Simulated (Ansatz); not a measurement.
The cluster Al₂O₆H₆ (the lowest singlet isomer of a short search) was relaxed with r2SCAN-D4 (def2-SVP, def2-SVPD) in Ansatz in these states: charge +1 doublet, charge -1 doublet, neutral singlet. The geometries follow in no particular order.

A:

```xyz
14

Al    0.162   -0.561    1.020
Al    0.096    1.100   -1.270
O     1.476    1.169   -2.278
O     1.454   -1.453    1.669
O    -1.449   -0.539    1.636
O    -1.755   -1.065   -0.970
O     0.817    1.056    0.467
O    -0.382   -0.646   -0.758
H    -2.108   -0.894   -0.061
H    -1.766   -0.624    2.537
H     1.431   -2.353    1.999
H     1.702    1.383    0.671
H     1.491    1.400   -3.209
H    -1.168    2.025   -1.452
```

B:

```xyz
14

Al    0.620    0.384   -0.735
Al   -0.820   -1.207    1.292
O     0.351   -1.495    2.462
O     2.114    0.980   -1.121
O    -0.562    1.285   -1.858
O    -1.552    1.580    0.561
O     0.202   -1.305   -0.332
O    -0.572    0.689    0.688
H    -1.229    1.789   -1.325
H    -0.308    1.787   -2.652
H     3.046    0.923   -0.903
H     0.692   -2.104   -0.581
H     0.345   -1.741    3.390
H    -2.327   -1.565    1.114
```

C:

```tsv
atom	x (Å)	y (Å)	z (Å)
Al1	0.8152	0.1078	-0.1781
Al2	-1.7677	0.5579	-0.5629
O3	-2.3103	2.2347	-0.3583
O4	1.9905	1.3665	0.2009
O5	1.7298	-1.3918	0.1070
O6	1.5761	-4.0324	0.1826
O7	-0.6804	0.2079	0.9775
O8	-0.3123	0.2482	-1.4950
H9	1.5660	-3.0237	0.1228
H10	2.6406	-1.2107	0.3618
H11	1.7577	2.2646	-0.0470
H12	-0.7164	0.7173	1.7914
H13	-3.2563	2.3856	-0.4198
H14	-3.0326	-0.4318	-0.6830
```

Task: Judge from the bond lengths which geometry belongs to which state (an estimate).

Result: A is the neutral singlet (O6–O8 1.451 Å, O6–H9 0.990 Å, Al1–Al2 2.829 Å); B is the charge +1 doublet (O6–O8 1.330 Å, O6–H9 1.925 Å, Al1–Al2 2.952 Å); C is the charge -1 doublet (O6–O8 4.970 Å, O6–H9 1.011 Å, Al1–Al2 2.650 Å).

The charge -1 doublet has come apart into loosely held pieces.
